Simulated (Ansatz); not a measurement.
This geometry of ClF3H5NSi2 (12 atoms, charge 0, multiplicity 1) is a first-order saddle point.

Method: Ansatz 0.2.0, RKS B3LYP-D4/def2-SVP.

```xyz
12
Properties=species:S:1:pos:R:3
Si -0.442 0.118 -0.082
Cl 0.072 -1.384 2.275
F 0.694 1.071 0.499
F -1.068 0.998 -1.284
F -0.030 -1.238 -0.808
N -1.911 -0.044 0.968
H -2.719 -0.368 0.423
Si -2.348 1.299 2.146
H -3.041 0.634 3.272
H -1.083 1.953 2.533
H -3.253 2.222 1.417
H -1.428 -0.862 1.638
```

Q: Which two structures does it join? (They come from a converged band through this point; their orientation in space is the band's.)

A: Bonds broken: Si1–Cl2, N6–H12. Bonds formed: Cl2–H12. ClF3H5NSi2 becomes ClH + F3H4NSi2.

Image 0:

```xyz
12
Properties=species:S:1:pos:R:3
Si -0.097 0.023 0.179
Cl 0.749 -0.452 2.031
F 1.304 0.233 -0.614
F -0.671 1.534 -0.073
F -0.673 -1.181 -0.755
N -1.957 -0.214 1.144
H -2.608 -0.477 0.398
Si -2.559 1.237 2.063
H -3.521 0.741 3.086
H -1.401 1.892 2.710
H -3.258 2.104 1.087
H -1.865 -1.040 1.741
```

Image 6:

```xyz
12
Properties=species:S:1:pos:R:3
Si -0.563 0.316 -0.315
Cl -0.268 -1.698 3.058
F 0.771 0.717 0.468
F -0.807 1.468 -1.405
F -0.345 -1.054 -1.114
N -1.856 0.124 0.784
H -2.562 -0.545 0.476
Si -2.397 1.311 1.995
H -2.844 0.577 3.207
H -1.220 2.170 2.270
H -3.525 2.128 1.467
H -0.940 -1.114 2.106
```

Q: How far does it lie above each of them?

A: 1.02 eV above the first and 0.71 eV above the second. This is the barrier of this one path; another mechanism may lie lower. The orbitals stay closed-shell, which can raise the energy where a bond breaks towards radicals; this wasn't checked here.

Time of the run: 7.3 min on 4 threads of Arm Neoverse V2 (shared host), peak memory 0.38 GiB.
